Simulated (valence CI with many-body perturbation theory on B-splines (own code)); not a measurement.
## How close is CI+MBPT for O+?

Level of theory: relativistic CI+MBPT: five valence electrons over a frozen Dirac-Fock core [He], a basis of 11 s, 11 p, 10 d, 8 f, 5 g, 2 h functions for each j, with the one-electron correlation potential Σ1, the two-electron term Σ2, the three-electron term Σ3, Breit, model QED; selected CI, second order for the rest, scaled by the run's own slope (own B-spline code, finite nucleus).

Set against measurement, 59 paired levels are off by 103 cm⁻¹ on average, the worst by 609. These come from a selection out of the NIST Handbook of Basic Atomic Spectroscopic Data. Levels without a partner in it may be off by more. Among the levels kept, up to 5400 cm⁻¹ of a level comes from second order outside the variational space, and about a tenth of that is noise between levels of different J, which matters for small intervals.

Measured levels: NIST Handbook of Basic Atomic Spectroscopic Data (Sansonetti and Martin, J. Phys. Chem. Ref. Data 34, 1559 (2005)). Pairs share parity and J, and are chosen by configuration, term and nearness in energy; levels without a clear partner are left out. Energies in cm⁻¹ above the measured ground level.

Letters in brackets count levels of one name in rising energy.

| Computed label | Label in the source | Measured | Computed | Difference |
| --- | --- | --- | --- | --- |
| 2s2 2p3 4S°_3/2 | 2s2 2p3 4S° | 0 | 0.0 | 0 |
| 2s2 2p3 2D°_5/2 | 2s2 2p3 2D° | 26810.5 | 26941.3 | +131 |
| 2s2 2p3 2D°_3/2 | 2s2 2p3 2D° | 26830.6 | 27046.1 | +216 |
| 2s2 2p3 2P°_3/2 | 2s2 2p3 2P° | 40468.0 | 40714.6 | +247 |
| 2s2 2p3 2P°_1/2 | 2s2 2p3 2P° | 40470 | 40700.0 | +230 |
| 2s 2p4 4P_5/2 | 2s 2p4 4P | 119837.2 | 119822.4 | -15 |
| 2s 2p4 4P_3/2 | 2s 2p4 4P | 120000.4 | 119991.9 | -9 |
| 2s 2p4 4P_1/2 | 2s 2p4 4P | 120082.9 | 120106.1 | +23 |
| 2s 2p4 2D_5/2 | 2s 2p4 2D | 165988.5 | 166288.3 | +300 |
| 2s 2p4 2D_3/2 | 2s 2p4 2D | 165996.5 | 166308.4 | +312 |
| 2s2 2p2 3s 4P_1/2 | 2s2 2p2(3P) 3s 4P | 185235.3 | 185169.1 | -66 |
| 2s2 2p2 3s 4P_3/2 | 2s2 2p2(3P) 3s 4P | 185340.6 | 185238.7 | -102 |
| 2s2 2p2 3s 4P_5/2 | 2s2 2p2(3P) 3s 4P | 185499.1 | 185317.0 | -182 |
| 2s2 2p2 3s 2P_1/2 | 2s2 2p2(3P) 3s 2P | 188888.5 | 188875.3 | -13 |
| 2s2 2p2 3s 2P_3/2 | 2s2 2p2(3P) 3s 2P | 189068.5 | 188987.8 | -81 |
| 2s 2p4 2S_1/2 | 2s 2p4 2S | 195710.5 | 196241.2 | +531 |
| 2s2 2p2 3p 2S°_1/2 | 2s2 2p2(3P) 3p 2S° | 203942.3 | 203897.0 | -45 |
| 2s2 2p2 3p 4D°_1/2 | 2s2 2p2(3P) 3p 4D° | 206730.8 | 206678.7 | -52 |
| 2s2 2p2 3p 4D°_3/2 | 2s2 2p2(3P) 3p 4D° | 206786.3 | 206723.4 | -63 |
| 2s2 2p2 3p 4D°_5/2 | 2s2 2p2(3P) 3p 4D° | 206877.9 | 206779.7 | -98 |
| 2s2 2p2 3s 2D_5/2 | 2s2 2p2(1D) 3s 2D | 206971.7 | 206962.8 | -9 |
| 2s2 2p2 3s 2D_3/2 | 2s2 2p2(1D) 3s 2D | 206972.7 | 207016.6 | +44 |
| 2s2 2p2 3p 4D°_7/2 | 2s2 2p2(3P) 3p 4D° | 207002.5 | 206940.7 | -62 |
| 2s2 2p2 3p 4P°_1/2 | 2s2 2p2(3P) 3p 4P° | 208346.1 | 208277.1 | -69 |
| 2s2 2p2 3p 4P°_3/2 | 2s2 2p2(3P) 3p 4P° | 208392.3 | 208303.3 | -89 |
| 2s2 2p2 3p 4P°_5/2 | 2s2 2p2(3P) 3p 4P° | 208484.2 | 208370.0 | -114 |
| 2s2 2p2 3p 2D°_3/2 [a] | 2s2 2p2(3P) 3p 2D° | 211522.1 | 211478.1 | -44 |
| 2s2 2p2 3p 2D°_5/2 [a] | 2s2 2p2(3P) 3p 2D° | 211712.7 | 211656.0 | -57 |
| 2s2 2p2 3p 4S°_3/2 | 2s2 2p2(3P) 3p 4S° | 212161.9 | 212084.1 | -78 |
| 2s 2p4 2P_3/2 | 2s 2p4 2P | 212593.8 | 213111.2 | +517 |
| 2s 2p4 2P_1/2 | 2s 2p4 2P | 212762.2 | 213371.6 | +609 |
| 2s2 2p2 3p 2P°_1/2 [a] | 2s2 2p2(3P) 3p 2P° | 214169.9 | 214160.9 | -9 |
| 2s2 2p2 3p 2P°_3/2 [a] | 2s2 2p2(3P) 3p 2P° | 214229.7 | 214225.7 | -4 |
| 2s2 2p2 3p 2F°_5/2 | 2s2 2p2(1D) 3p 2F° | 228723.8 | 228787.7 | +64 |
| 2s2 2p2 3p 2F°_7/2 | 2s2 2p2(1D) 3p 2F° | 228747.5 | 228784.3 | +37 |
| 2s2 2p2 3p 2D°_5/2 [b] | 2s2 2p2(1D) 3p 2D° | 229947.1 | 229996.9 | +50 |
| 2s2 2p2 3p 2D°_3/2 [b] | 2s2 2p2(1D) 3p 2D° | 229968.4 | 230069.0 | +101 |
| 2s2 2p2 3s 2S_1/2 | 2s2 2p2(1S) 3s 2S | 230609.5 | 230832.7 | +223 |
| 2s2 2p2 3d 4F_3/2 | 2s2 2p2(3P) 3d 4F | 231296.1 | 231296.6 | 0 |
| 2s2 2p2 3d 4F_5/2 | 2s2 2p2(3P) 3d 4F | 231350.1 | 231382.6 | +33 |
| 2s2 2p2 3d 4F_7/2 | 2s2 2p2(3P) 3d 4F | 231428.0 | 231481.9 | +54 |
| 2s2 2p2 3d 4F_9/2 | 2s2 2p2(3P) 3d 4F | 231530.2 | 231478.2 | -52 |
| 2s2 2p2 3d 4P_5/2 | 2s2 2p2(3P) 3d 4P | 232462.7 | 232472.0 | +9 |
| 2s2 2p2 3p 2P°_1/2 [b] | 2s2 2p2(1D) 3p 2P° | 232480.4 | 232592.0 | +112 |
| 2s2 2p2 3p 2P°_3/2 [b] | 2s2 2p2(1D) 3p 2P° | 232527.1 | 232652.6 | +126 |
| 2s2 2p2 3d 4P_3/2 | 2s2 2p2(3P) 3d 4P | 232535.9 | 232526.1 | -10 |
| 2s2 2p2 3d 4P_1/2 | 2s2 2p2(3P) 3d 4P | 232602.5 | 232581.1 | -21 |
| 2s2 2p2 3d 4D_1/2 | 2s2 2p2(3P) 3d 4D | 232711.6 | 232696.3 | -15 |
| 2s2 2p2 3d 4D_3/2 | 2s2 2p2(3P) 3d 4D | 232746.0 | 232681.2 | -65 |
| 2s2 2p2 3d 4D_5/2 | 2s2 2p2(3P) 3d 4D | 232747.6 | 232753.1 | +6 |
| 2s2 2p2 3d 4D_7/2 | 2s2 2p2(3P) 3d 4D | 232753.8 | 232783.5 | +30 |
| 2s2 2p2 3d 2F_5/2 [a] | 2s2 2p2(3P) 3d 2F | 232796.3 | 232830.1 | +34 |
| 2s2 2p2 3d 2F_7/2 [a] | 2s2 2p2(3P) 3d 2F | 232959.2 | 233017.6 | +58 |
| 2s2 2p2 3d 2P_3/2 [a] | 2s2 2p2(3P) 3d 2P | 233430.5 | 233469.6 | +39 |
| 2s2 2p2 3d 2P_1/2 [a] | 2s2 2p2(3P) 3d 2P | 233544.6 | 233528.4 | -16 |
| 2s2 2p2 3d 2D_3/2 [a] | 2s2 2p2(3P) 3d 2D | 234402.8 | 234433.2 | +30 |
| 2s2 2p2 3d 2D_5/2 [a] | 2s2 2p2(3P) 3d 2D | 234454.6 | 234479.3 | +25 |
| 2s2 2p2 4s 4P_1/2 | 2s2 2p2(3P) 4s 4P | 238627.5 | 238538.1 | -89 |
| 2s2 2p2 4s 4P_3/2 | 2s2 2p2(3P) 4s 4P | 238732.6 | 238563.6 | -169 |
| 2s2 2p2 4s 4P_5/2 | 2s2 2p2(3P) 4s 4P | 238894.0 | 238719.7 | -174 |

Over 59 excited levels the mean absolute difference is 103 cm⁻¹, the median 58 and the largest 609. The comparison draws on a selection of the measured levels: 60 of the 90 computed ones have a partner in it, and others may be off by more.

Rates against NIST Handbook of Basic Atomic Spectroscopic Data (Sansonetti and Martin, J. Phys. Chem. Ref. Data 34, 1559 (2005)):

```
λ vac, measured (nm)              Upper            Lower  A computed (s⁻¹)  A tabulated (s⁻¹)
               42.99  2s2 2p2 3d 4P_1/2  2s2 2p3 4S°_3/2          3.72e+09           4.25e+09
               43.00  2s2 2p2 3d 4P_3/2  2s2 2p3 4S°_3/2          3.98e+09           4.13e+09
               43.02  2s2 2p2 3d 4P_5/2  2s2 2p3 4S°_3/2          4.07e+09           4.36e+09
               53.78      2s 2p4 2P_1/2  2s2 2p3 2D°_3/2          5.96e+09           5.73e+09
               53.83      2s 2p4 2P_3/2  2s2 2p3 2D°_5/2          5.42e+09           5.18e+09
               71.85      2s 2p4 2D_5/2  2s2 2p3 2D°_5/2          1.92e+09           1.90e+09
               71.86      2s 2p4 2D_3/2  2s2 2p3 2D°_3/2          1.87e+09           1.85e+09
```
